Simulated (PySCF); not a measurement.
## Trend along group 12: MNa cations

PBE with double-zeta basis sets in PySCF, for the lowest determinant that a PBE0 search found; no spin–orbit coupling. De refers to high-spin ground-configuration atoms (the charge goes to the atom of lower measured ionisation energy or higher electron affinity, which is not always the lowest computed limit). A positive dipole points towards Na; it is taken about the centre of mass and depends on that origin.

| M | basis | charged atom | state (unpaired electrons) | Re (Å) | ωe (cm⁻¹) | De (eV) | μ (D) |
| --- | --- | --- | --- | --- | --- | --- | --- |
| Zn | 6-31G(d,p) | Na+ | singlet (closed shell) | 2.683 | 216 | 0.94 | 5.88 |
| Cd | def2-SVP | Na+ | singlet (closed shell) | 3.126 | 115 | 0.46 | 9.03 |
| Hg | def2-SVP | Na+ | singlet (closed shell) | 3.075 | 112 | 0.35 | 10.67 |

The shortest bond is that of NaZn⁺ (2.683 Å), the longest that of NaCd⁺ (3.126 Å).

The rows differ in basis set, which adds steps of its own.

Down a group the atoms grow and get heavier, so bonds lengthen and wavenumbers fall; the exceptions here are the shorter bond at Hg. Relativity and the filled 4f shell contract the atoms of the sixth period.

Closed-shell solutions of metal pairs were not tested for spin polarisation, which can lower them a little. Weak bonds: NaCd⁺, NaHg⁺. Basis-set superposition, not corrected here, can be much of De in a small basis, most of all at correlated wavefunction levels. Spin–orbit coupling is left out. For an ion De counts to the pair picked by the measured ionisation energies or electron affinities, which need not be the lowest pair at this level.
